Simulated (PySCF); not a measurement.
C2H4F2Si2, SMILES C#C[Si@H](F)[SiH2]F. Atoms are numbered in the order given.

```xyz
10

C      2.7830     0.7685     0.6357
C      1.8160     0.0582     0.4307
Si     0.3077    -0.9311     0.1560
F      0.3449    -1.5694    -1.3416
Si    -1.5750     0.4517     0.3616
F     -1.3700     1.7652    -0.5804
H      3.6417     1.3924     0.8135
H      0.2677    -2.0583     1.1297
H     -2.8210    -0.2468    -0.0682
H     -1.7135     0.9007     1.7784
```
Charge 0, spin multiplicity 1.

Geometry: PBE0-D3(BJ)/def2-SVP. The structure was generated by enumeration; whether it is a known compound was not checked. Other conformers were not sampled.

Method: B3LYP/pcSseg-1 (PySCF).

GIAO shieldings, no solvent; atoms listed in one row are averaged. δ = σ(ref) − σ: ¹³C against TMS (σ = 181.3 ppm); ²⁹Si against TMS (σ = 338.7 ppm); ¹⁹F against CFCl3 (σ = 161.7 ppm); ¹H against TMS (σ = 31.68 ppm), references at their B3LYP-D3(BJ)/def2-TZVP geometries, non-relativistic.

**Question.** Estimate the chemical shifts. (The exact figures need the calculation; the answer reports its results.)

**Answer.** 
```tsv
nucleus	atoms	count	δ (ppm)
¹³C	C1	1	110.3
¹³C	C2	1	84.9
²⁹Si	Si5	1	-1.6
²⁹Si	Si3	1	-17.9
¹⁹F	F4	1	-230.3
¹⁹F	F6	1	-270.3
¹H	H9	1	5.73
¹H	H10	1	5.48
¹H	H8	1	5.44
¹H	H7	1	3.11
```
